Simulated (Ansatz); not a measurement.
SnH3F (SnFH3): methods side by side

SnH3F: 5 atoms, total charge 0, spin state singlet. SMILES: `[H][Sn]([H])([H])[F]`. The shape comes from GFN2-xTB, which is rough for such elements, and wasn't checked as a minimum.

```
atom    x (Å)    y (Å)    z (Å)
  Sn  -0.0026   0.0024  -0.1669
   F   0.0117  -0.0193   1.7573
   H   1.6192   0.0110  -0.5382
   H  -0.8177   1.4085  -0.5125
   H  -0.8106  -1.4026  -0.5397
```

Quantity: the energy change with the Sn1–H4 bond stretched from 1.662 to 2.492 Å, in eV. The values are calculated.

```
                     level                   kind  program  value (eV)  less FCI/STO-3G  CPU time (all runs)
 SVWN5/STO-3G (restricted)                    LDA   Ansatz        2.66            +0.10                4.1 s
   PBE/STO-3G (restricted)                    GGA   Ansatz        2.51            -0.05                  6 s
 B3LYP/STO-3G (restricted)          global hybrid   Ansatz        2.79            +0.23                6.7 s
  PBE0/STO-3G (restricted)          global hybrid   Ansatz        2.88            +0.32                6.3 s
B2PLYP/STO-3G (restricted)          double hybrid   Ansatz        2.95            +0.39                9.3 s
   MP2/STO-3G (restricted)    perturbation theory   Ansatz        3.11            +0.55                  2 s
  CCSD/STO-3G (restricted)  coupled cluster or CI   Ansatz        2.62            +0.06                2.2 s
 CCSDT/STO-3G (restricted)  coupled cluster or CI   Ansatz        2.56             0.00                3.8 s
                FCI/STO-3G     exact in the basis   Ansatz        2.56             0.00                 46 s
```

FCI/STO-3G is exact within its basis and frozen core, so for wave-function methods in that basis the difference is their error; functionals converge differently with the basis, so for them it is only a difference. All-electron rows without a relativistic Hamiltonian named are non-relativistic. The first shape isn't each level's own minimum. The values span 2.51 to 3.11 eV. All rows use very small basis sets, so none should be taken for the real molecule's value. In the correlated wave-function rows the outer d shell of Sn is correlated, in sets not made for it. Times are those of the runs behind each value, whatever else they computed, on shared processors of several kinds: orders of magnitude only.
